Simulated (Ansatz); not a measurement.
Reaction (hydrogenolysis of a B–O bond): `[SiH3]OB(Cl)O[SiH3]` + H₂ → `[SiH3]OBCl` + silanol

Isolated molecules relaxed with PBE0-D4/def2-TZVP in Ansatz; ΔE leaves out vibrations. CCSD(T)/CBS is the MP2 limit (def2-TZVPP, def2-QZVPP) plus CCSD(T) − MP2 in def2-TZVPP, frozen cores. This one scheme is used for every species. DFT in def2-TZVPP. B3LYP here is the variant with VWN-RPA as its local correlation; programs differ in this. One conformer a species, not always the lowest.

| level | ΔE (kJ/mol) | difference from CCSD(T)/CBS |
| --- | --- | --- |
| PBE-D4 | 107.7 | -2.3 |
| BLYP-D4 | 113.8 | 3.8 |
| r2SCANh-D4 | 115.7 | 5.7 |
| CAM-B3LYP-D4 | 113.2 | 3.2 |
| B2PLYP | 105.9 | -4.1 |
| PBE | 99.3 | -10.7 |
| B3LYP | 100.5 | -9.5 |
| LC-ωPBE | 102.9 | -7.1 |
| RPA@PBE/def2-TZVPP | 106.3 | -3.7 |
| HF/def2-SVP | 111.3 | 1.3 |
| MP2/def2-SVP | 126.4 | 16.4 |
| CCSD/def2-TZVPP | 107.0 | -3.0 |
| CCSD(T)/def2-TZVPP | 110.0 | 0.0 |
| MP2/def2-QZVPP | 113.8 | 3.8 |
| MP2/CBS(def2) | 113.7 | 3.7 |
| CCSD/CBS(def2) | 107.1 | -2.9 |
| CCSD(T)/CBS | 110.0 | 0 |

Task: What do rigid-rotor, harmonic-oscillator terms from PBE0-D4/def2-TZVP frequencies (298.15 K, 1 bar) make of the CCSD(T)/CBS value? (An estimate is asked.)

Result: Ansatz gave: ΔZPE = +17.2 kJ/mol, ΔH = +122.1 kJ/mol, ΔS = 50 J/(mol·K), ΔG = +107.3 kJ/mol.

Largest T1 diagnostic among the species: 0.012.

At CCSD(T), def2-SVP lies +11.6 kJ/mol from the extrapolated value and def2-TZVPP −0.0 kJ/mol. In def2-TZVPP, CCSD(T) changes the Hartree–Fock value by +8.9 kJ/mol (the triples alone add +3.0 kJ/mol) and MP2 by +12.5 kJ/mol. The D4 term adds +13.3 kJ/mol with B3LYP and +7.5 kJ/mol with PBE0; it sums over pairs of atoms, weighted by their polarisabilities, and B3LYP, whose exchange is more repulsive, gets the larger term.

CCSD(T)/CBS has its own doubt, a few kJ/mol and more with outer-core shells, so smaller differences from it don't rank the levels.
